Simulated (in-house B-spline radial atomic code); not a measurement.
Ionisation energies with and without relativity, with size and susceptibility from the Dirac run. Dirac energy differences include first-order Breit, QED and recoil terms. NIST's values go from ground level to ground level; the uncertainty of those that are theory runs from under 0.1 % in few-electron ions to several per cent in heavy many-electron ones. Computed with a radial B-spline atomic code at the basis-set limit: non-relativistic Hartree-Fock and Dirac-Hartree-Fock, averages of the configuration (point nuclei without relativity, finite nuclei with it).

```tsv
ion	configuration	configuration after	ionisation non-relativistic (eV)	ionisation Dirac Breit and QED (eV)	tabulated value (eV)	tabulated kind	radius at density 0.001 (bohr)	diamagnetic susceptibility (10⁻⁶ cm³/mol)
Re	[Xe] 4f14 5d5 6s2	[Xe] 4f14 5d5 6s1	6.128	7.201	7.83352	measured	4.768	-55.172
Os	[Xe] 4f14 5d6 6s2	[Xe] 4f14 5d6 6s1	6.294	7.487	8.43823	measured	4.68	-53.882
Ir	[Xe] 4f14 5d7 6s2	[Xe] 4f14 5d7 6s1	6.445	7.758	8.96702	measured	4.597	-52.646
Pt	[Xe] 4f14 5d9 6s1	[Xe] 4f14 5d9	5.833	7.450	8.95883	measured	4.362	-48.563
Au	[Xe] 4f14 5d10 6s1	[Xe] 4f14 5d10	5.916	7.655	9.225554	measured	4.285	-47.484
Hg	[Xe] 4f14 5d10 6s2	[Xe] 4f14 5d10 6s1	6.830	8.514	10.4375	measured	4.381	-49.244
Tl	[Xe] 4f14 5d10 6s2 6p1	[Xe] 4f14 5d10 6s2	5.067	4.969	6.108287	measured	4.663	-56.591
Pb	[Xe] 4f14 5d10 6s2 6p2	[Xe] 4f14 5d10 6s2 6p1	6.207	6.155	7.41668	measured	4.8	-59.221
Bi	[Xe] 4f14 5d10 6s2 6p3	[Xe] 4f14 5d10 6s2 6p2	7.357	7.351	7.285516	measured	4.804	-60.365
```
